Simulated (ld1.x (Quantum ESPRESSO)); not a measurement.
# What one change does to a pseudopotential (iodine, TM)

| Item | Value |
| --- | --- |
| Element | I (Z = 53) |
| Generator | ld1.x (Quantum ESPRESSO) 7.5 |
| Type | norm-conserving Troullier–Martins (Kleinman–Bylander form) |
| Functional | PBEsol |
| Relativity | scalar-relativistic |
| Frozen core | [Kr] 4d10 |
| Valence charge | 7 |
| Reference configuration | 5s1.75 5p5.25 |
| Partial waves | 5p (bound): rc 2.00 bohr; 5d channel at 0.2 Ry: rc 1.70 bohr; 5s (bound): rc 1.45 bohr |
| Local potential | the s channel |
| Core correction | none |

Change: wave 5s (bound): rc 1.45 bohr becomes 5s (bound): rc 2.16 bohr.

Cutoffs: the cutoffs (Ry, on a coarse ladder) from which the occupation-weighted sum of valence levels, in a spherical-Bessel basis at the reference potential, stays within 10 and 1 mRy of its value at 400 Ry; they do not see the model core or the augmentation charge, which bear on the density cutoff. Errors are all-electron minus pseudo energies relative to the spin-unpolarised reference configuration.

**Question.** How do hardness, ghosts and transferability respond?

**Answer.** The potential gets softer (55 Ry and 110 Ry → 30 Ry and 45 Ry); both files keep a bound ghost (d); of the 7 tests that both files solve, the error grows in 0 and shrinks in 5 by more than 15 % and 0.3 meV (median size 4.3 → 3.3 meV). A larger radius leaves more room for a smooth pseudo-wave, so fewer plane waves are needed. That the errors move this way runs against the usual rule that smaller radii transfer better.

```csv
quantity,base,changed
"cutoff, loose",55 Ry,30 Ry
"cutoff, tight",110 Ry,45 Ry
loose cutoff by channel (10 mRy a level),"p 15 Ry, s 35 Ry","p 15 Ry, s 15 Ry"
bound ghosts,d,d
"error for 5s2 5p5, meV [ΔE -2.59 eV]",+0.4,+0.2
"error for 5s2 5p4, meV [ΔE 8.56 eV]",-4.3,-3.3
"error for 5s2 5p3, meV [ΔE 28.44 eV]",-14,-8.4
"error for 5s2 5p2, meV [ΔE 57.83 eV]",-27,-13
"error for 5s2 5p1, meV [ΔE 97.32 eV]",-33,-6.9
"error for 5s2 5p5.3, meV [ΔE -4.38 eV]",+1.0,+1.0
"error for 5s1 5p6, meV [ΔE 7.85 eV]",+3.1,+0.5
```

 A true bound ghost makes a file unfit for plane-wave use even where its test errors are small: the radial tests pick states by their node count and pass the ghost by.
